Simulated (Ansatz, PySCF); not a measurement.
Potential energy surface of F2Sr, singlet: symmetric bend, bond length relaxed. Scanned: F-Sr-F angle. Other coordinates (Sr-F bond length) were minimised at B3LYP/def2-TZVP. Each profile is relative to its own lowest point.

```tsv
a / °	A	B	C
180	3.73	1.74	1.20
170	3.41	1.49	1.02
160	2.58	0.92	0.60
150	1.52	0.32	0.17
140	0.57	0.00	0.00
130	0.00	0.17	0.33
120	0.07	0.98	1.36
110	1.02	2.64	3.32
100	3.14	5.51	6.55
90	6.82	10.08	11.54
80	12.79	17.04	19.06
```

Energies in kcal/mol.

### Question
Match the curves with the methods MP2 on RHF/def2-TZVP, 2 core orbitals frozen, def2 effective core potentials past Kr (PySCF); RHF/def2-TZVP, def2 effective core potentials past Kr run with PySCF; restricted PBE/def2-TZVP, def2 effective core potentials past Kr run with Ansatz (a first-principles code).

### Answer
A is RKS-PBE/def2-TZVP; B is MP2; C is RHF.
